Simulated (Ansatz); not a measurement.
Calculated with Ansatz (gas phase, PBE0-D4/def2-TZVP geometries, no zero-point term in ΔE). CCSD(T)/CBS is the MP2 limit (def2-TZVPP, def2-QZVPP) plus CCSD(T) − MP2 in def2-TZVPP, frozen cores. DFT in def2-TZVPP. HSE06 is defined as in plane-wave codes. def2 core potentials past Kr. For Ga, Nb outer-core shells are correlated without core-valence functions, which leaves a few kJ/mol of doubt a bond. Scalar relativity is left out up to krypton. Each species was taken in one conformer, which may not be the lowest.

`C[NH][Ga]([NH2])[Cl]` + `[NH]=[Nb]([NH2])([F])[F]` → `C[NH][Ga]([NH2])[F]` + `[NH]=[Nb]([NH2])([F])[Cl]`  (redistribution)

| species | HSE06-D4 energy (Eh) |
| --- | --- |
| `C[NH][Ga]([NH2])[Cl]` | -2535.85736 |
| `[NH]=[Nb]([NH2])([F])[F]` | -367.99007 |
| `C[NH][Ga]([NH2])[F]` | -2175.57450 |
| `[NH]=[Nb]([NH2])([F])[Cl]` | -728.25833 |

**Question.** Work out ΔE.

**Answer.** ΔE = (-2175.57450) + (-728.25833) − (-2535.85736) − (-367.99007) = 0.01460 Eh = +38.3 kJ/mol. CCSD(T)/CBS gives +32.4 kJ/mol.

Largest T1 diagnostic among the species: 0.020, so the coupled-cluster value is less sure than usual.

Leaving LDA and LC-ωPBE aside and taking each functional with its dispersion term where it has one, the values, not all of them listed here, spread over 9.1 kJ/mol, from B2PLYP to ωB97X-V. In def2-TZVPP, CCSD(T) changes the Hartree–Fock value by −8.1 kJ/mol (the triples alone add −2.3 kJ/mol) and MP2 by −17.2 kJ/mol.
